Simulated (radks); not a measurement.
Effect of the nuclear size on the platinum ion Pt2+, [Xe] 4f14 5d8. All-electron calculation, Dirac Kohn-Sham, relativistic LDA (MacDonald-Vosko exchange, VWN5 correlation), spin-unpolarised, spherical densities, finite nucleus; open shells are shared between the two j in proportion to 2j + 1; Fermi nuclear charge, rms radius 5.427 fm. Program: a radial shooting solver on a logarithmic mesh with Libxc functionals. The rms radius is varied about that value; shifts are against it.

| rms radius (fm) | total energy shift (eV) | density at nucleus (e/bohr^3) | 1s1/2 shift (meV) | 2s1/2 shift (meV) | 5s1/2 shift (meV) | 5p1/2 shift (meV) | 5d5/2 shift (meV) | 6s1/2 (empty) shift (meV) | 6p1/2 (empty) shift (meV) |
|---|---|---|---|---|---|---|---|---|---|
| 4.6564 | -23.0 | 2.064e+06 | -9190 | -1350 | -15.1 | -0.273 | 0.138 | -2.02 | -0.096 |
| 5.0905 | -10.3 | 1.993e+06 | -4120 | -603 | -6.78 | -0.123 | 0.062 | -0.905 | -0.043 |
| 5.427 | 0 | 1.944e+06 | 0.000 | 0.000 | 0.000 | 0.000 | 0.000 | 0.000 | 0.000 |
| 5.6387 | 6.69 | 1.916e+06 | 2670 | 391 | 4.40 | 0.080 | -0.040 | 0.588 | 0.028 |
| 6.0457 | 20.0 | 1.864e+06 | 7990 | 1170 | 13.1 | 0.240 | -0.120 | 1.76 | 0.084 |

Slopes of the eigenvalues against <r^2> in GHz/fm^2, as finite differences over the two radii next to the reference (eigenvalue slopes, not the field-shift constants of lines): 1s1/2 279000, 2s1/2 40900, 5s1/2 459, 5p1/2 8.34, 5d5/2 -4.19, 6s1/2 (empty) 61.4, 6p1/2 (empty) 2.94.
